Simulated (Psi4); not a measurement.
ClGa, triplet, geometry from GFN2-xTB (such geometries of metal compounds can be far from the true shape) (the spin is typed, not shown lowest); WB97M-V/def2-SVP in Psi4.

Input for Psi4:
```
memory 2 GB

molecule mol {
0 3
  Ga   -0.000000   -0.000000   -0.787509
  Cl    0.000000    0.000000    1.436045
}

set basis def2-svp
set reference uks
set scf_type pk
set puream true
set d_convergence 1e-8
set dft_radial_points 99
set dft_spherical_points 590

energy('wb97m-v')
print_variables()
```

The log (banner, timings and long lists left out):

```
   => Loading Basis Set <=

    Name: DEF2-SVP
    Role: ORBITAL
    Keyword: BASIS

         ---------------------------------------------------------
                                   SCF
               by Justin Turney, Rob Parrish, Andy Simmonett
                          and Daniel G. A. Smith
                              UKS Reference
         ---------------------------------------------------------

  ==> Geometry <==

    Molecular point group: c2v
    Full point group: C_inf_v

    Geometry (in Angstrom), charge = 0, multiplicity = 3:

       Center              X                  Y                   Z               Mass
    ------------   -----------------  -----------------  -----------------  -----------------
         GA           0.000000000000     0.000000000000    -0.748405233215    68.925573500000
         CL           0.000000000000     0.000000000000     1.475148766785    34.968852682000

  Running in c2v symmetry.

  Rotational constants: A = ************  B =      0.14697  C =      0.14697 [cm^-1]
  Rotational constants: A = ************  B =   4406.07935  C =   4406.07935 [MHz]
  Nuclear repulsion =  125.419211776772698

  Charge       = 0
  Multiplicity = 3
  Electrons    = 48
  Nalpha       = 25
  Nbeta        = 23

  ==> Algorithm <==

  SCF Algorithm Type is PK.
  DIIS enabled.
  MOM disabled.
  Fractional occupation disabled.
  Guess Type is SAD.
  Energy threshold   = 1.00e-06
  Density threshold  = 1.00e-08
  Integral threshold = 1.00e-12

  ==> Primary Basis <==

  Basis Set: DEF2-SVP
    Blend: DEF2-SVP
    Number of shells: 20
    Number of basis functions: 50
    Number of Cartesian functions: 54
    Spherical Harmonics?: true
    Max angular momentum: 2

  ==> DFT Potential <==

   => LibXC <=

    Version 7.1.2
    S. Lehtola, C. Steigemann, M. J. T. Oliveira, and M. A. L. Marques,  SoftwareX 7, 1–5 (2018) (10.1016/j.softx.2017.11.002)

   => Composite Functional: WB97M-V <=

    wB97M-V Hyb-GGA Exchange-Correlation Functional

    N. Mardirossian and M. Head-Gordon,  J. Chem. Phys. 144, 214110 (2016) (10.1063/1.4952647)

    Deriv               =              1
    GGA                 =           TRUE
    Meta                =           TRUE

    Exchange Hybrid     =           TRUE
    MP2 Hybrid          =          FALSE

   => Exchange-Correlation Functionals <=

    1.0000   wB97M-V exchange-correlation functional

   => Exact (HF) Exchange <=

    0.8500            HF,LR [omega = 0.3000]
    0.1500               HF

   => LibXC Density Thresholds  <==

    XC_HYB_MGGA_XC_WB97M_V:  1.00E-13

   => VV10 Non-Local Parameters <=

    VV10 B              =     6.0000E+00
    VV10 C              =     1.0000E-02

   => Molecular Quadrature <=

    Radial Scheme          =       TREUTLER
    Pruning Scheme         =           NONE
    Nuclear Scheme         =       TREUTLER

    Blocking Scheme        =         OCTREE
    BS radius alpha        =              1
    Pruning alpha          =              1
    Radial Points          =             99
    Spherical Points       =            590
    Total Points           =         108346
    Total Blocks           =            934
    Max Points             =            256
    Max Functions          =             49
    Weights Tolerance      =       1.00E-15

  ==> Integral Setup <==

  Using in-core PK algorithm.
   Calculation information:
      Number of atoms:                   2
      Number of AO shells:              20
      Number of primitives:             48
      Number of atomic orbitals:        54
      Number of basis functions:        50

      Integral cutoff                 1.00e-12
      Number of threads:                 1

  Performing in-core PK
  Using 2440350 doubles for integral storage.
  We computed 20020 shell quartets total.
  Whereas there are 22155 unique shell quartets.

  Computing range-separated integrals for PK
  We computed 20020 wK shell quartets total.
  Whereas there are 22155 wK unique shell quartets.

[...]
    SOCC [     1,    0,    1,    0 ]
    NA   [    13,    1,    6,    5 ]
    NB   [    12,    1,    5,    5 ]

   @UKS iter   2: -2355.50477062592563    2.70322e+01   2.90984e-01 ADIIS
   @UKS iter   3: -2383.44317080892233   -2.79384e+01   7.56368e-02 ADIIS/DIIS
   @UKS iter   4: -2384.44570626380028   -1.00254e+00   1.07377e-02 ADIIS/DIIS
   @UKS iter   5: -2384.46799150247170   -2.22852e-02   2.69297e-03 ADIIS/DIIS
   @UKS iter   6: -2384.47151989394115   -3.52839e-03   6.17062e-04 ADIIS/DIIS
   @UKS iter   7: -2384.47189596897533   -3.76075e-04   2.65811e-04 ADIIS/DIIS
   @UKS iter   8: -2384.47201529908489   -1.19330e-04   8.50843e-05 DIIS
   @UKS iter   9: -2384.47203641468150   -2.11156e-05   3.77692e-05 DIIS
   @UKS iter  10: -2384.47204055356724   -4.13889e-06   1.36172e-05 DIIS
   @UKS iter  11: -2384.47204110972689   -5.56160e-07   3.59328e-06 DIIS
   @UKS iter  12: -2384.47204113437965   -2.46528e-08   4.06533e-07 DIIS
   @UKS iter  13: -2384.47204113468160   -3.01952e-10   7.27086e-08 DIIS
   @UKS iter  14: -2384.47204113469206   -1.04592e-11   1.74291e-08 DIIS
   @UKS iter  15: -2384.47204113469388   -1.81899e-12   3.75275e-09 DIIS
  Energy and wave function converged.

  ==> Post-Iterations <==

   Electrons on quadrature grid:
      Nalpha   =   24.9999998991 ; deviation = -1.009e-07
      Nbeta    =   22.9999998940 ; deviation = -1.060e-07
      Ntotal   =   47.9999997931 ; deviation = -2.069e-07

   @Spin Contamination Metric:   4.100122989E-03
   @S^2 Expected:                2.000000000E+00
   @S^2 Observed:                2.004100123E+00
   @S   Expected:                1.000000000E+00
   @S   Observed:                1.000000000E+00

    Orbital Energies [Eh]
    ---------------------

    Alpha Occupied:

[...]
       6B1    -0.217228

    Alpha Virtual:

[...]
      24A1     2.190855

    Beta Occupied:

[...]
    Beta Virtual:

[...]
    Final Occupation by Irrep:
             A1    A2    B1    B2
    DOCC [    12,    1,    5,    5 ]
    SOCC [     1,    0,    1,    0 ]
    NA   [    13,    1,    6,    5 ]
    NB   [    12,    1,    5,    5 ]

  @UKS Final Energy: -2384.47204113469388

   => Energetics <=

    Nuclear Repulsion Energy =            125.4192117767726984
    One-Electron Energy =               -3567.9339341373515708
    Two-Electron Energy =                1139.4260923913996066
    DFT Exchange-Correlation Energy =     -81.5855498494180296
    Empirical Dispersion Energy =           0.0000000000000000
    VV10 Nonlocal Energy =                  0.2021386839035814
    Total Energy =                      -2384.4720411346934270

  UHF NO Occupations:
  HONO-2 :   12 A1 1.9983399
  HONO-1 :    6 B1 1.0000000
  HONO-0 :   13 A1 1.0000000
  LUNO+0 :   14 A1 0.0016601
  LUNO+1 :    7 B1 0.0001403
  LUNO+2 :   15 A1 0.0000794
  LUNO+3 :    6 B2 0.0000666

Computation Completed

Properties will be evaluated at   0.000000,   0.000000,   0.000000 [a0]

Properties computed using the SCF density matrix

 Multipole Moments:

 ------------------------------------------------------------------------------------
     Multipole            Electronic (a.u.)      Nuclear  (a.u.)        Total (a.u.)
 ------------------------------------------------------------------------------------

 L = 1.  Multiply by 2.5417464519 to convert [e a0] to [Debye]
 Dipole X            :          0.0000000            0.0000000            0.0000000
 Dipole Y            :          0.0000000            0.0000000            0.0000000
 Dipole Z            :         -4.2527006            3.5469532           -0.7057474
 Magnitude           :                                                    0.7057474

 ------------------------------------------------------------------------------------

  Variable Map:
  ----------------------------------------------------------------------------
[...]
  Array Variable Map:
  ----------------------------------------------------------------------------
[...]
[...]
```
